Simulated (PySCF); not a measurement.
## Diatomics of H with the chalcogens

CCSD(T) with double-zeta basis sets in PySCF, for the lowest determinant that a PBE0 search found; no spin–orbit coupling. De refers to high-spin ground-configuration atoms.

```tsv
M	basis	reference, frozen orbitals	state (unpaired electrons)	Re (Å)	ωe (cm⁻¹)	De (eV)
O	cc-pVDZ	UHF, 1	doublet (π ↑)	0.980	3704	4.09
S	aug-cc-pVDZ/aug-cc-pV(D+d)Z	UHF, 5	doublet (π ↑)	1.355	2682	3.53
Se	def2-SVPD	UHF, 9	doublet (π ↑)	1.471	2440	3.19
Te	aug-cc-pVDZ-PP/aug-cc-pVDZ	UHF, 4	doublet (π ↑)	1.666	2117	2.79
```

The shortest bond is that of OH (0.980 Å), the longest that of TeH (1.666 Å). OH is bound most strongly (4.09 eV) and TeH least (2.79 eV).

The rows differ in basis set, which adds steps of its own.

Down a group the atoms grow and get heavier, so bonds lengthen and wavenumbers fall; this series shows no clear exception.

Correlated steps freeze the inner cores (1 to 9 orbitals); shallow outer-core shells are correlated. Correlated levels converge slowly with the basis: in double zeta they bind strong bonds too weakly, by up to about 1 eV, and carry superposition errors of some tenths. Spin–orbit coupling is left out, which matters for elements this heavy, above all for dissociation energies. States were picked by a PBE0 search and need not be the measured ground states.
